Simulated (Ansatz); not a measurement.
Job for Ansatz (a program for electronic structure): R-wB97X-V/def2-TZVPPD on HF (SMILES F) with ghost functions, monomers drawn apart or pushed together. Files ending in .json are basis or fitting sets from the Basis Set Exchange.

Ansatz 0.2 input:
```yaml
crystal:
  periodic: [false, false, false]
  atoms:
    - {symbol: F, position_ang: [-0.36194887, 0.09118167, 0.36872664]}
    - {symbol: H, position_ang: [-0.49782354, 0.35622851, 1.24795816]}
basis:
  gaussian:
    orbitals: def2-TZVPPD.json
    ghost_atoms:
      - {symbol: C, position_ang: [0.90672718, -1.14060983, 4.47920100]}
      - {symbol: C, position_ang: [0.16683386, -0.09394939, 5.30807347]}
      - {symbol: C, position_ang: [-0.64578798, 0.87360642, 4.45153826]}
      - {symbol: H, position_ang: [1.47945637, -1.81858631, 5.11388325]}
      - {symbol: H, position_ang: [0.21080553, -1.74495020, 3.89213987]}
      - {symbol: H, position_ang: [1.60444020, -0.67178056, 3.78093879]}
      - {symbol: H, position_ang: [0.88403065, 0.47305419, 5.90788134]}
      - {symbol: H, position_ang: [-0.49966279, -0.59199015, 6.01756207]}
      - {symbol: H, position_ang: [-1.17058014, 1.61646636, 5.05407103]}
      - {symbol: H, position_ang: [0.00407412, 1.42821042, 3.76526940]}
      - {symbol: H, position_ang: [-1.41013882, 0.33889827, 3.87646249]}
hamiltonian:
  xc: {name: wB97X-V}
scf: {lower_state_search: off}
```

The head of its log:

```
WARN ansatz: RAYON_NUM_THREADS=1 ignored (pool sized by the plan → 1); use --threads N
Functional definition: wB97X-V
these checks for a lower state are left out or cut short: stability, starts, cluster_reference, orbital_swaps, neighbouring_geometries, increment
integrals: 0.26 GiB planned
1140 factors; their error is unknown
integrals: 0.30 GiB planned
424 factors; integrals over basis functions are off by at most 3.8e-5 eV
mean field: 1.62 GiB planned
mean field evaluation 1: about -2732.2878 eV, gradient 3.0e1 eV
mean field evaluation 2: about -2732.2122 eV, gradient 3.4e1 eV
```

Problem. Predict the final total energy.

Solution. -100.4566 hartree.
